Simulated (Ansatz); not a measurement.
Born–Oppenheimer molecular dynamics of Cl2H4Si2 (8 atoms, charge 0, multiplicity 1). It goes on from the last frame of an earlier run, with new velocities.

Level of theory: Ansatz 0.2.0, RKS B3LYP-D4/def2-SVP.

```yaml
ensemble: NVT, Nosé–Hoover chain
time_step: 0.5 fs
steps_asked: 250
set_temperature: 500 K
thermostat: time constant 1 fs, chain length 1
seed: 419144
```

First frame:

```xyz
8
Properties=species:S:1:pos:R:3
Si -0.008 -0.020 -0.057
Si -0.020 0.002 2.312
H -0.830 -1.192 2.725
H 1.323 -0.035 2.974
H -0.702 1.246 2.776
Cl 1.956 0.154 -0.763
Cl -1.107 1.634 -0.700
H -0.589 -1.276 -0.592
```

Question: How far do the bonds stretch over the last three quarters of this one trajectory? (Pairs bonded in most of those frames.)

Answer: 
```csv
bond,mean (Å),spread (Å),shortest,longest
Si1–Si2,2.398,0.111,2.20,2.57
Si1–Cl6,2.093,0.028,2.05,2.14
Si1–Cl7,2.096,0.030,2.06,2.14
Si1–H8,1.489,0.007,1.48,1.50
Si2–H3,1.502,0.036,1.44,1.57
Si2–H4,1.494,0.015,1.47,1.53
Si2–H5,1.501,0.039,1.44,1.57
```

Mean temperature of the second half: 500 K. The conserved energy stayed within 0.17 meV per atom of its start (net change 0.039 meV per atom), so the integration is sound. A run of 0.12 ps of so small a system gives no equilibrium averages.

The run took 8.6 min on 2 threads of Arm Neoverse V1, with other jobs on the host, peak memory 0.19 GiB.
